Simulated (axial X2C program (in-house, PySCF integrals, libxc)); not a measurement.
## Correcting the dissociation energy of GaTe⁺ for spin–orbit coupling

A spin-free CCSD(T) curve (one-electron X2C) was computed with an axial X2C code built on PySCF integrals, basis Te dyall-cv3z [11s12p8d4f1g], Ga dyall-cv3z [9s9p7d4f1g] (cores contracted in-house), for the state M_S = 1, Λ = 0 (beyond evenly filled blocks: π+α, π-α). It gives D0 = 0.791 eV to Te + Ga+, which in a spin-free picture are the weighted means of the ground terms.

Correlated methods: 8 electrons correlated (number of frozen shells: Te 4 s, 3 p, 2 d; Ga 3 s, 2 p, 1 d), 310 virtual spin orbitals or spinors in MP2, 90 natural virtuals in coupled cluster.

Measured levels of the ground terms (NIST Handbook of Basic Atomic Spectroscopic Data), in cm⁻¹: Te 3P: J = 2 at 0, J = 0 at 4706.5, J = 1 at 4750.7; Ga+ 1S: J = 0 at 0.

The molecular state has Λ = 0, so it has no first-order lowering.

(1) How far does each ground level lie under the (2J+1)-weighted mean of its term?

(2) Correct D0.

Second-order spin–orbit effects in the molecule, which grow quickly with Z, are left out. Occupations by symmetry block were frozen at the best pattern of an incomplete PBE0 search. De is counted from the lowest determinant-based energies of the atoms at the same level, without counterpoise correction. Coupled cluster ran in a truncated set of natural virtual spinors; the MP2 energy of the rest was added. (T) has no such correction and the atoms are truncated less, which lowers De at CCSD(T) by a hundredth of an eV or more. PBE0 can misorder states that lie within some tenths of an eV, so this need not be the ground state of the molecule. The nearest other spin-free determinant of the search, M_S = 0, Λ = 2, lies 0.95 eV up at the distance of the search. With the outer-core shells frozen, correlated bond lengths of heavy atoms tend to come out a few hundredths of an ångström too long.

Results:

(1) Te: (5 × 0 + 1 × 4706.5 + 3 × 4750.7)/9 = 2107 cm⁻¹; Ga+: a single level, 0.

(2) D0 = 0.791 + (0 − 2107)/8065.5 = 0.530 eV at CCSD(T) with these spin–orbit terms.
